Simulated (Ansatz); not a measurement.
The same path of GeH4O + H2O (9 atoms, charge 0, multiplicity 1) was run twice with different band settings. Lost on the way: Ge1–H2, O7–H9. Made: Ge1–O7, H2–H9.

Theory: Ansatz, RHF/def2-SVP.

Relaxed end points:

```xyz
9
Properties=species:S:1:pos:R:3
Ge -0.313 -0.347 -0.101
H -0.732 -0.390 1.363
O 1.471 -0.329 -0.105
H 1.899 -0.639 -0.889
H -0.848 0.890 -0.821
H -0.763 -1.617 -0.838
O 1.499 2.081 1.418
H 1.846 1.365 0.899
H 1.634 1.822 2.317
```

```xyz
9
Properties=species:S:1:pos:R:3
Ge 0.369 -0.061 -0.627
H -0.347 1.440 3.891
O 1.631 -0.359 -1.814
H 2.296 -0.993 -1.591
H -0.570 0.938 -1.291
H -0.292 -1.358 -0.176
O 1.088 0.611 0.833
H 1.545 1.434 0.752
H -0.028 1.185 3.265
```

Common settings: spring 5.0 eV/Å²; optimiser quadratic models (default); start path through a guess of the saddle point; force threshold 0.05 eV/Å; iteration limit 60; end points relaxed.

| run | movable images | climbing image |
| --- | --- | --- |
| 1 | 9 | yes |
| 2 | 1 | no |

**Question.** What does each run give, and how far can it be trusted?

**Answer.** Run 1: converged after 22 iterations, highest image 2.672 eV above the first end. Neighbouring images differ by up to 2.1 eV, so the band resolves the path poorly. A vibrational analysis at the climbing image gives one clearly imaginary mode, 1767i cm⁻¹: a first-order saddle point.
Run 2: converged after 36 iterations, highest image 0.114 eV above the first end. No image climbed, so the highest image needn't sit at the top of the path. A band with more images between the same ends climbed to 2.67 eV, so this one has probably stepped over the top. So few images can step over the top or miss a turn of the path.
The orbitals stay closed-shell, which can raise the energy where a bond breaks towards radicals; this wasn't checked here.
